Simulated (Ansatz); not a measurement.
Isolated molecules relaxed with PBE0-D4/def2-TZVP in Ansatz; ΔE leaves out vibrations. CBS: MP2 limit from def2 TZ/QZ plus the TZ coupled-cluster correction, frozen cores. This one scheme is used for every species. DFT in def2-TZVPP. B3LYP here is the variant with VWN-RPA as its local correlation; programs differ in this. One conformer a species, not always the lowest.

Reaction (cleavage of the Si–B bond): `C#CB[SiH2]C` + `[NH2][AlH2]` → `C[SiH2][NH][AlH2]` + `BC#C`

(1) Is it downhill or uphill in electronic energy at CCSD(T)/CBS, and by how much? (An estimate is asked.)

(2) What do these levels give: PBE-D4, B3LYP-D4, ωB97M-V, B2PLYP, PBE, HF/def2-TZVPP, SCS-MP2/def2-TZVPP, CCSD/def2-TZVPP, CCSD(T)/def2-TZVPP, MP2/def2-QZVPP, MP2/CBS(def2), CCSD/CBS(def2)? (Estimate.)

Largest T1 diagnostic among the species: 0.014.

Answers

(1) The calculation gave: Downhill: ΔE = -17.2 kcal/mol.

(2) Computed: PBE-D4 -12.5, B3LYP-D4 -16.5, ωB97M-V -17.5, B2PLYP -17.4, PBE -12.3, HF/def2-TZVPP -20.8, SCS-MP2/def2-TZVPP -19.3, CCSD/def2-TZVPP -17.7, CCSD(T)/def2-TZVPP -17.3, MP2/def2-QZVPP -18.9, MP2/CBS(def2) -18.8, CCSD/CBS(def2) -17.6 kcal/mol.

In def2-TZVPP, CCSD(T) changes the Hartree–Fock value by +3.5 kcal/mol (the triples alone add +0.4 kcal/mol) and MP2 by +1.9 kcal/mol. From PBE to PBE0 (25 % exact exchange), in def2-TZVPP and without D4, ΔE moves by −1.8 kcal/mol.
